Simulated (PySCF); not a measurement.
CH₄F₂O₂Si, SMILES CO[Si](O)(F)F.

The structure is a stationary point at PBE0-D3(BJ)/def2-SVP. This is a generated structure with no PubChem entry under its InChIKey; it may be hypothetical. Other conformers were not sampled.

These are PySCF with TDA-PBE/def2-SVPD values and carry that method's errors.

Vertical excitations. Isolated molecule, no solvent.

```csv
state,energy (eV),λ (nm),f,main pairs
S1,6.53,190,0.001,HOMO→LUMO 100 %
S2,7.07,175,0.009,HOMO−1→LUMO 99 %
S3,7.74,160,0.030,HOMO−2→LUMO 98 %
S4,7.83,158,0.016,HOMO→LUMO+1 98 %
S5,8.02,155,0.014,HOMO→LUMO+2 97 %
S6,8.36,148,0.015,HOMO−1→LUMO+1 96 %
S7,8.49,146,0.045,HOMO−3→LUMO 95 %
S8,8.53,145,0.020,HOMO−1→LUMO+2 92 %
S9,8.79,141,0.042,HOMO→LUMO+3 96 %
S10,8.94,139,0.006,HOMO−2→LUMO+1 97 %
T1,6.42,193,0,HOMO→LUMO 100 %
T2,6.94,179,0,HOMO−1→LUMO 100 %
T3,7.42,167,0,HOMO−2→LUMO 99 %
T4,7.65,162,0,HOMO→LUMO+1 97 %
```
Triplets are in the Tamm–Dancoff approximation.
